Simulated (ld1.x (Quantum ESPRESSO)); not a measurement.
## H: one change to a PAW potential, before and after

```json
{
  "Element": "hydrogen (H)",
  "Generator": "ld1.x (Quantum ESPRESSO) 7.5",
  "Type": "PAW",
  "Functional": "PBE",
  "Relativity": "scalar-relativistic",
  "Frozen core": "none",
  "Valence charge": "1",
  "Reference configuration": "1s1",
  "Partial waves": "1s (bound): rcut 1.15, rcutus 1.30 bohr; 1s channel at 0.95 Ry: rcut 1.15, rcutus 1.30 bohr",
  "Local potential": "all-electron potential smoothed inside 1.05 bohr (lloc = -1)",
  "Core correction": "none",
  "Augmentation charge": "PSQ, radius 0.95 bohr"
}
```

Change: wave 1s channel at 0.95 Ry: rcut 1.15, rcutus 1.30 bohr becomes 1s channel at 5.46 Ry: rcut 1.15, rcutus 1.30 bohr.

Cutoffs: the cutoffs (Ry, on a coarse ladder) from which the occupation-weighted sum of valence levels, in a spherical-Bessel basis at the reference potential, stays within 10 and 1 mRy of its value at 400 Ry; they do not see the model core or the augmentation charge, which bear on the density cutoff. Errors are all-electron minus pseudo energies relative to the spin-unpolarised reference configuration.

Task: Predict the effect on cutoff, ghosts and configuration errors.

Result: The potential gets softer (15 Ry and 25 Ry → 12 Ry and 21 Ry); neither file shows a bound ghost.

```tsv
quantity	base	changed
cutoff, loose	15 Ry	12 Ry
cutoff, tight	25 Ry	21 Ry
bound ghosts	none	none
error for 1s0.5, meV [ΔE 4.76 eV]	0.0	+0.1
s: phases at 1.39 bohr within 0.05 rad from the reference energy up to (Ry; the scan ends near 5)	to the end of the scan	to the end of the scan
lowest overlap eigenvalue by channel	s 0.99	s 0.65
```
